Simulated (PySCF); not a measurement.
A structure optimised at ωB97X-D3(BJ)/def2-SVP, used in a PySCF frequency run:

```xyz
10

Be     0.0000     0.0000    -0.0284
O      0.0000     0.0000    -1.4252
C      0.0000     0.0000    -2.8112
H     -0.8963    -0.5119    -3.2027
H      0.0048     1.0322    -3.2027
H      0.8915    -0.5202    -3.2027
Si     0.0000     0.0000     2.1350
H      1.0772    -0.8738     2.7004
H     -1.2954    -0.4960     2.7004
H      0.2182     1.3698     2.7004
```

Write its SMILES, formula and point group.

C[O][Be][SiH3], CH6BeOSi, C3

What are its rotational constants (standard atomic weights)?

55.906, 1.6147, 1.6147 GHz
